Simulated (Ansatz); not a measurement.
Z-matrix (Å, degrees):
```
C
Al 1 1.963
H 1 1.097 2 109.7
H 1 1.095 2 111.1 3 -117.4
H 1 1.092 2 114.0 3 120.2
C 2 1.962 1 119.1 3 75.9
B 2 2.116 1 120.1 3 -106.4
H 6 1.094 2 111.7 1 -34.9
H 6 1.093 2 113.6 1 -157.7
H 6 1.097 2 109.4 1 82.9
Si 7 2.005 2 123.6 1 -94.9
H 7 1.202 2 121.9 1 89.2
H 11 1.491 7 114.6 2 24.0
H 11 1.491 7 115.8 2 150.3
H 11 1.498 7 103.7 2 -92.0
```

Charge 0, multiplicity 1.

List the B3LYP/def2-TZVPP orbital energies in eV (the Gaussian-basis code of Ansatz). (Estimate.)

The calculation gave: Occupied: -1798.45, -1523.60, -275.94, -275.93, -183.75, -143.03, -111.63, -98.36, -98.34, -98.32, -72.39, -72.16, -72.16, -18.53, -18.26, -15.00, -12.57, -10.85, -10.78, -10.58, -10.57, -10.18, -9.46, -9.33, -8.29, -7.56, -6.69. Lowest empty: -2.68, -0.98, 0.12, 1.05, 1.17, 1.33, 1.53, 1.72.

B3LYP here is the variant with VWN-RPA as its local correlation; programs differ in this.
